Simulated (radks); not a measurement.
All-electron atom: Ga3+ in [Ne] 3s2 3p5.5 3d10 4d0.5 (fractional occupations, a model configuration).

Method: scalar-relativistic Kohn-Sham, PBE, spin-unpolarised, spherical densities, finite nucleus; Fermi nuclear charge, rms radius 3.9973 fm; computed with a radial shooting solver on a logarithmic mesh with Libxc functionals.

Energy parts (hartree):
part                       energy
total                 -1939.59206
kinetic                1972.62878
electron-nucleus      -4632.81401
Hartree                 794.88599
exchange-correlation    -74.29283

Orbitals (lengths in bohr, moments of r in powers of bohr; r(90%) holds 90 % of the orbital's charge):
1s: occ. 2; eigenvalue (hartree) -377.5784; r(90%) 0.0868
2s: occ. 2; eigenvalue (hartree) -47.93471; r(90%) 0.337
2p: occ. 6; eigenvalue (hartree) -41.93660; r(90%) 0.311
3s: occ. 2; eigenvalue (hartree) -6.95736; r(90%) 0.971
3p: occ. 5.5; eigenvalue (hartree) -5.14242; r(90%) 1.04
3d: occ. 10; eigenvalue (hartree) -2.18381; r(90%) 1.29
4s: occ. 0; eigenvalue (hartree) -1.45594; r(90%) 2.80
4p: occ. 0; eigenvalue (hartree) -1.09651; r(90%) 3.28
4d: occ. 0.5; eigenvalue (hartree) -0.63434; r(90%) 4.72
4f: occ. 0; eigenvalue (hartree) -0.36459; r(90%) 6.90

The highest occupied level is 4d at -17.261 eV. The configuration is held as typed, so some empty levels lie below it. The density falls to 0.001 e/bohr^3 at r = 3.52 bohr.
